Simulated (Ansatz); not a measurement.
Nb₅O₁₈H₁₁, a hydroxylated oxide cluster, relaxed as a singlet with RKS PBE-D4/def2-SVP in Ansatz, starting from the GFN1-xTB geometry. Force threshold 0.03 eV/Å.

In the def2 sets Nb takes a core potential; there is no spin–orbit coupling. Single mean-field runs in def2-SVP are fitted with def2-universal-jkfit.

Start:

```
atom    x (Å)    y (Å)    z (Å)
 Nb1  -0.3603  -1.5001   0.5993
 Nb2  -1.3656   2.1086   0.9271
 Nb3   1.1500  -3.0514  -1.1865
 Nb4   1.8619  -0.0150  -0.5159
 Nb5  -2.4340   0.3010  -0.9855
  O6   1.5448   1.2483  -1.8139
  O7   1.4315  -1.1417   0.9192
  O8   3.5260  -0.6610  -0.9143
  O9  -0.1502   0.4590  -0.0335
 O10   2.3635   1.2759   0.7618
 O11  -2.7047   0.6084   1.1154
 O12  -2.4797   3.3350   1.6907
 O13  -0.5335   1.2516   2.4562
 O14   0.1691   3.0441   0.6600
 O15  -1.1962   0.2178  -2.4207
 O16  -0.9999  -1.3497   2.2888
 O17   2.8151  -3.3041  -0.4511
 O18   0.8656  -4.0902  -2.4863
 O19  -2.0471   2.1175  -0.7295
 O20  -4.0146   0.1639  -1.5626
 O21  -0.0162  -3.2339   0.1980
 O22   0.9964  -1.3382  -1.6637
 O23  -1.8412  -1.3588  -0.3999
 H24   0.6966   1.4882  -2.2023
 H25   2.7960  -2.7191   0.3148
 H26   3.7682  -1.5501  -1.1911
 H27  -0.4569   0.5121  -0.9613
 H28   2.3786   0.9796   1.6732
 H29  -2.4685  -0.1585   1.6500
 H30  -3.3694   3.4106   1.3416
 H31   0.4142   1.2407   2.2949
 H32   1.0550   2.6726   0.5217
 H33  -0.5799  -0.5230  -2.5022
 H34  -0.8148  -0.4399   2.6078
```

| step | energy (eV) | largest force component (eV/Å) | SCF passes |
| --- | --- | --- | --- |
| 1 | -44746.5827 | 5.100 | 29 |
| 2 | -44751.3634 | 0.964 | 30 |
| 3 | -44751.9394 | 0.670 | 31 |
| 4 | -44752.0965 | 0.692 | 24 |
| 5 | -44752.1958 | 0.444 | 23 |
| 6 | -44752.2856 | 0.593 | 23 |
| 7 | -44752.3371 | 0.594 | 24 |
| 8 | -44752.3688 | 0.182 | 23 |
| 9 | -44752.3852 | 0.296 | 24 |
| 10 | -44752.3975 | 0.162 | 23 |
| 11 | -44752.4037 | 0.099 | 25 |
| 13 | -44752.4123 | 0.314 | 22 |
| 15 (rejected) | -44752.4142 | 0.151 | 24 |
| 17 | -44752.4180 | 0.229 | 24 |
| 19 | -44752.4238 | 0.117 | 23 |
| 21 | -44752.4285 | 0.272 | 24 |
| 23 | -44752.4450 | 0.967 | 23 |
| 25 | -44752.4988 | 0.627 | 24 |
| 27 | -44752.5739 | 0.477 | 23 |
| 29 (rejected) | -44752.6049 | 0.490 | 23 |
| 31 | -44752.6312 | 0.024 | 24 |
| 32 | -44752.6317 | 0.019 | 25 |

Force components are those of the run's own axes.

End:

```csv
atom,x (Å),y (Å),z (Å)
Nb1,-0.392,-1.607,0.604
Nb2,-1.489,2.306,1.026
Nb3,1.409,-3.390,-1.096
Nb4,2.039,0.139,-0.357
Nb5,-2.704,0.294,-1.093
O6,1.677,1.001,-2.012
O7,1.419,-0.936,1.103
O8,3.654,-0.772,-0.638
O9,-0.158,0.496,-0.125
O10,2.507,1.743,0.651
O11,-2.857,0.667,1.017
O12,-2.519,3.663,1.826
O13,-0.940,1.211,2.656
O14,0.183,3.127,0.900
O15,-1.321,0.394,-2.533
O16,-1.135,-1.249,2.273
O17,3.322,-3.523,-0.717
O18,0.925,-4.361,-2.434
O19,-2.218,2.218,-0.705
O20,-4.267,0.039,-1.756
O21,0.116,-3.432,0.382
O22,0.961,-1.587,-1.355
O23,-1.957,-1.428,-0.479
H24,0.875,1.028,-2.578
H25,3.964,-4.130,-1.132
H26,3.844,-1.746,-0.572
H27,-0.370,0.567,-1.109
H28,2.954,1.704,1.517
H29,-2.757,-0.077,1.652
H30,-3.446,3.915,1.663
H31,-0.208,1.578,3.186
H32,1.109,2.773,0.750
H33,-1.210,-0.356,-3.149
H34,-1.012,-0.268,2.636
```

By distances, no bond broke or formed. The bond that changes most is Nb4–O22, from 1.95 to 2.27 Å (atoms count from 1). A close non-bonded pair moves further: O7–H25, from 2.17 to 4.66 Å.

The force fell under the threshold at step 31, but the optimiser went on. No frequencies were taken in this run, so the end may be a saddle point.

Hardware: 2 threads of AMD EPYC 7R13 on a shared host and a share (18 GiB) of an NVIDIA H100 80GB HBM3. Wall time 1.8 min.
